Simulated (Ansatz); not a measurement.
Ge(vinyl)2(NCO)2 (C6H6GeN2O2). Charge 0, multiplicity 1. Geometry PBE-D4/def2-SVP; atoms count from 1.

```xyz
17

Ge    0.1460   -0.3221    0.0724
C     1.0166    0.4323    1.6296
C     0.6024    1.5845    2.1863
H     1.8743   -0.1191    2.0533
H    -0.2553    2.1456    1.7770
H     1.0981    2.0101    3.0761
C     1.2046   -0.5726   -1.5300
C     1.0333    0.1737   -2.6352
H     1.9756   -1.3630   -1.5050
H     0.2682    0.9669   -2.6894
H     1.6461    0.0200   -3.5399
N    -1.2580    0.8119   -0.3148
C    -2.3123    0.9422   -0.9107
O    -3.3405    1.1460   -1.4570
N    -0.5412   -1.9814    0.5080
C    -1.2455   -2.6013    1.2855
O    -1.9122   -3.2738    1.9938
```

(1) Estimate the Mulliken populations from the PBE0/def2-TZVP orbitals of Ansatz.

(2) And the Mayer bond orders between bonded heavy atoms (over 0.3)?

Answers

(1) 
```json
{"atom": "Ge1", "charge (e)": "0.68"}
{"atom": "C2", "charge (e)": "-0.28"}
{"atom": "C3", "charge (e)": "-0.22"}
{"atom": "H4", "charge (e)": "0.14"}
{"atom": "H5", "charge (e)": "0.15"}
{"atom": "H6", "charge (e)": "0.14"}
{"atom": "C7", "charge (e)": "-0.28"}
{"atom": "C8", "charge (e)": "-0.22"}
{"atom": "H9", "charge (e)": "0.14"}
{"atom": "H10", "charge (e)": "0.15"}
{"atom": "H11", "charge (e)": "0.14"}
{"atom": "N12", "charge (e)": "-0.35"}
{"atom": "C13", "charge (e)": "0.31"}
{"atom": "O14", "charge (e)": "-0.24"}
{"atom": "N15", "charge (e)": "-0.33"}
{"atom": "C16", "charge (e)": "0.31"}
{"atom": "O17", "charge (e)": "-0.25"}
```
Mulliken values and Mayer orders depend strongly on the basis.

(2) Ge1–C2 0.95 (1.94 Å); Ge1–C7 0.95 (1.94 Å); Ge1–N12 0.89 (1.85 Å); Ge1–N15 0.92 (1.85 Å); C2–C3 1.94 (1.34 Å); C7–C8 1.94 (1.34 Å); N12–C13 2.05 (1.22 Å); C13–O14 2.11 (1.18 Å); N15–C16 2.05 (1.22 Å); C16–O17 2.10 (1.18 Å).
